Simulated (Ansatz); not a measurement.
Ansatz (a first-principles code) input:

Ansatz 0.2 input:
```yaml
crystal:
  periodic: [false, false, false]
  atoms:
    - {symbol: C, position_ang: [-0.94901568, -1.01257508, -0.70983657]}
    - {symbol: C, position_ang: [0.24450480, -0.15921795, -0.50834521]}
    - {symbol: C, position_ang: [1.47745255, -0.93710708, -0.00339696]}
    - {symbol: C, position_ang: [-0.01269762, 1.02923577, 0.39617433]}
    - {symbol: O, position_ang: [-1.07127765, 1.32092208, 0.88490891]}
    - {symbol: H, position_ang: [-1.91551138, -0.69633897, -0.34811773]}
    - {symbol: H, position_ang: [-0.86170769, -1.94172886, -1.25473583]}
    - {symbol: H, position_ang: [0.54655876, 0.30012272, -1.46861752]}
    - {symbol: H, position_ang: [1.74151269, -1.72302001, -0.71078265]}
    - {symbol: H, position_ang: [2.34084479, -0.27775317, 0.10752371]}
    - {symbol: H, position_ang: [1.26900241, -1.40259850, 0.96069998]}
    - {symbol: H, position_ang: [0.88805747, 1.65192600, 0.58718537]}
basis:
  gaussian:
    orbitals: def2-TZVPD
hamiltonian:
  xc: {name: B2PLYP}
magnetization: {spin_polarized: true, initial_magnetization: 1}
correlation: {electrons: outside_noble_gas}
```

Task: Which total energy does the run end on?

Result: -231.67554 Eh (B2PLYP/def2-TZVPD). The basis has 251 functions.

It need not be the lowest isomer of its formula.
